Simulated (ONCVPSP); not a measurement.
N (Z = 7): excitation energies, all-electron against ONCV

```json
{
 "Element": "N",
 "Generator": "ONCVPSP 4.0.1",
 "Type": "optimised norm-conserving Vanderbilt (ONCV)",
 "Functional": "PW91",
 "Relativity": "non-relativistic",
 "Frozen core": "[He]",
 "Valence charge": "5",
 "Reference configuration": "2s2 2p2 (charge +1)",
 "Partial waves": "2s: rc 0.70 bohr, ncon 3, nbas 6, qcut 9.9 1/bohr, local; 2p: rc 1.25 bohr, ncon 5, nbas 9, qcut 10.7 1/bohr, 2 projectors, debl 2.5 Ha; d scattering state at 0.18 Ha: rc 1.00 bohr, ncon 3, nbas 8, qcut 10.5 1/bohr, 2 projectors, debl 3.5 Ha",
 "Local potential": "the s channel",
 "Core correction": "Teter function, fcfact 4.25, rcfact 1.1"
}
```

Energies are relative to the spin-unpolarised reference configuration 2s2 2p2; without spin polarisation the order of configurations can differ from experiment.

Q: Give the all-electron excitation energy and the error of the potential for: 2s2 2p3; 2s2 2p1; 2s2 2p0; 2s2 2p2.5.

A:

```tsv
valence configuration	charge	ΔE all-electron (eV)	error AE − PS (meV)
2s2 2p3	0	-13.678	+6.6
2s2 2p1	+2	28.959	+32
2s2 2p0	+3	76.150	+257
2s2 2p2.5	+0.5	-8.544	+2.6
```
